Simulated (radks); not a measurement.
Results of a calculation; reference values are marked as such.
Spherical quantum dot in the effective-mass picture: electrons in a well V = -V0 / (1 + exp((r - R)/a)) with V0 = 48.3, R = 1.68, a = 0.13, all in effective atomic units (hartree* = m*/eps^2 hartree, bohr* = eps/m* bohr), one dielectric constant everywhere. Level of theory: non-relativistic Kohn-Sham, LDA (Slater exchange, Perdew-Wang correlation), spin-polarised, spherical densities (a radial shooting solver with Libxc functionals). Levels are named by radial order and angular momentum (1s, 1p, 1d, 2s, ...), and open shells are averaged over m. Results are scaled to m* = 0.123 and eps = 17.8, for which hartree* = 10.56 meV and bohr* = 7.658 nm.

N = 6, configuration 1s2 1p(up 3, down 1). This is the lowest configuration that the search found. Occupied and some empty levels:

| level | occupation | eigenvalue (meV) | <r> (nm) |
|---|---|---|---|
| 1s up | 1 | -433.38 | 6.467 |
| 1s down | 1 | -431.79 | 6.460 |
| 1p up | 3 | -414.28 | 7.474 |
| 1p down | 1 | -412.65 | 7.481 |
| 1d up | 0 | -388.96 | 8.158 |
| 1d down | 0 | -387.37 | 8.168 |
| 2s up | 0 | -372.59 | 6.337 |
| 2s down | 0 | -371.42 | 6.340 |
| 1f up | 0 | -358.42 | 8.682 |
| 1f down | 0 | -356.91 | 8.694 |

Energy (meV): total -2689.90, kinetic 176.20, external -3005.1, Hartree 183.08, exchange-correlation -44.121.

Electron density:

| r (nm) | n(r) (e/nm^3) |
|---|---|
| 0.298 | 0.001243 |
| 1.05 | 0.001310 |
| 1.80 | 0.001442 |
| 2.54 | 0.001617 |
| 3.29 | 0.001804 |
| 4.04 | 0.001966 |
| 4.79 | 0.002066 |
| 5.54 | 0.002070 |
| 6.29 | 0.001960 |
| 7.03 | 0.001733 |
| 7.78 | 0.001415 |
| 8.53 | 0.001046 |
| 9.28 | 0.0006867 |
| 10.0 | 0.0003918 |
| 10.8 | 0.0001859 |
| 11.5 | 0.00007124 |
| 12.3 | 0.00002155 |
| 13.0 | 5.246e-06 |
| 13.8 | 1.044e-06 |
| 14.5 | 1.818e-07 |
